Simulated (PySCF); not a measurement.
Excitations are Tamm–Dancoff values on a coarser integration grid. The basis has no diffuse functions, so Rydberg states are missing or too high.

Z-matrix (Å, degrees):
```
Ge
F 1 1.7502
F 1 1.7502 2 102.29
S 1 2.2041 2 113.52 3 -115.27
H 4 1.3565 1 90.98 2 90.02
S 1 2.2041 2 107.38 3 119.81
H 6 1.3565 1 90.89 2 -22.29
```
Charge 0, multiplicity 1.

Q: Give the S1–T1 gap (TDA), S1 oscillator strength, LUMO, T1 excitation (TDA), dipole moment, HOMO, total energy and HOMO–LUMO gap at the level PBE-D3(BJ)/def2-TZVP run with PySCF.

A: 
The S1–T1 gap (TDA) is 0.37 eV, the S1 oscillator strength is 0.003 and the LUMO is -2.56 eV. The T1 excitation (TDA) is 4.35 eV and the dipole moment is 1.11 D. The HOMO comes out as -7.12 eV and the total energy is -3073.6972 Ha. The HOMO–LUMO gap is 4.56 eV.
